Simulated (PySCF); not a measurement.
## Removing the step error of a finite difference

System: H$_{2}$AlAsF$_{2}$, singlet, at a GFN2-xTB geometry (such geometries of metal compounds can be far from the true shape). Level: PBE0/6-31G, polarisability (PySCF). Sums are taken with unrounded values, so a last digit can differ.

Second differences of the energy in a field along z gave a polarisability along z of 37.260 bohr³ at step 0.005 and 37.347 bohr³ at step 0.02 (atomic units).

Extrapolate to zero step.

The leading error of a symmetric difference goes as h², so A(h) = A0 + c h². Then c = (37.347 - (37.260))/(0.02² - 0.005²) = 232 (atomic units) and A0 = 37.260 - c × 0.005² = 37.255 bohr³. The analytic value from the same program and level is 37.255 bohr³: the smaller step missed it by 0.006, the extrapolation by 0.000.
